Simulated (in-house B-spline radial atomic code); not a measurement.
**Ca8+: [Ne] 3s2**

Computed with a B-spline radial code for spherical atoms: non-relativistic HSE06, spin-polarised, spherical fractional occupations, exact exchange averaged over the configuration, point nucleus.

Screening seen three ways: the hydrogenic charge with the same mean radius, Z_r = [3n² - l(l+1)]/(2<r>), the one with the same energy, Z_e = n√(-2ε), and Slater's rules. Values are occupation-weighted means over spin.

| shell | electrons | ε (eV) | <r> (bohr) | Z_r | Z_e | Slater |
| --- | --- | --- | --- | --- | --- | --- |
| 1s | 2 | -4134.8 | 0.07731 | 19.40 | 17.43 | 19.70 |
| 2s | 2 | -584.12 | 0.3625 | 16.55 | 13.10 | 15.85 |
| 2p | 6 | -506.3 | 0.3244 | 15.41 | 12.20 | 15.85 |
| 3s | 2 | -179.8 | 1.005 | 13.44 | 10.91 | 10.85 |

The least bound orbital is 3s at -179.8 eV, and it is also the most diffuse (<r> = 1.005 bohr).
